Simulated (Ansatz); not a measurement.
Ga3N3H12, a cluster cut from zinc blende GaN (hydrogen-capped), relaxed as a singlet with RKS PBE0-D4/def2-SVP in Ansatz, starting from the GFN2-xTB geometry. Force threshold 0.02 eV/Å.

Another isomer (singlet) lies 0.14 eV lower at PBE0-D4/def2-TZVP; other spin states weren't run for this one.

Start:

```tsv
atom	x (Å)	y (Å)	z (Å)
Ga1	0.806	0.862	-1.590
Ga2	-1.882	-0.601	-0.168
Ga3	0.561	0.695	1.769
N4	1.736	0.531	0.152
N5	-0.729	-0.807	1.458
N6	-0.508	-0.650	-1.624
H7	1.857	0.519	-2.685
H8	0.074	2.209	-1.562
H9	-2.660	-1.943	-0.290
H10	-2.601	0.752	-0.148
H11	1.447	0.239	2.964
H12	-0.172	2.042	1.771
H13	2.231	-0.368	0.144
H14	2.478	1.233	0.243
H15	-0.248	-1.713	1.460
H16	-1.352	-0.847	2.272
H17	-0.029	-1.557	-1.650
H18	-1.009	-0.596	-2.517
```

Problem. Estimate the energy that the relaxation releases and the steps that it takes.

Solution. 2.8 kcal/mol, in 5 steps; 30 s on 4 threads of Arm Neoverse V2 on a shared host. The force fell under the threshold at step 4, but the optimiser went on. No frequencies were taken in this run, so the end may be a saddle point.

Problem. Does the start keep its bonding and symmetry?

Solution. By distances, no bond broke or formed. The bond that changes most is Ga1–H8, from 1.53 to 1.57 Å (atoms count from 1). Point group C3v at the start, C3v at the end, both within 0.05 Å.

Problem. Predict the relaxed structure.

Solution. 
Cartesian coordinates in Å:
```
Ga 0.8713 0.8254 -1.6495
Ga -1.9119 -0.6900 -0.1728
Ga 0.6185 0.6497 1.8319
N 1.7212 0.5830 0.1543
N -0.7593 -0.7667 1.4704
N -0.5359 -0.6079 -1.6338
H 1.9503 0.3840 -2.7177
H 0.1449 2.2167 -1.6591
H -2.6138 -2.1015 -0.2956
H -2.6847 0.6760 -0.1585
H 1.5361 0.0976 2.9952
H -0.1136 2.0373 1.8751
H 2.3108 -0.2519 0.1548
H 2.3894 1.3527 0.2416
H -0.3408 -1.6947 1.5623
H -1.4105 -0.7144 2.2576
H -0.1031 -1.5253 -1.7597
H -1.0686 -0.4700 -2.4962
```
Bond lengths (bridged metal pairs left out): 6 × Ga–N 2.01 Å; 6 × Ga–H 1.57 to 1.58 Å; 6 × H–N 1.02 Å.
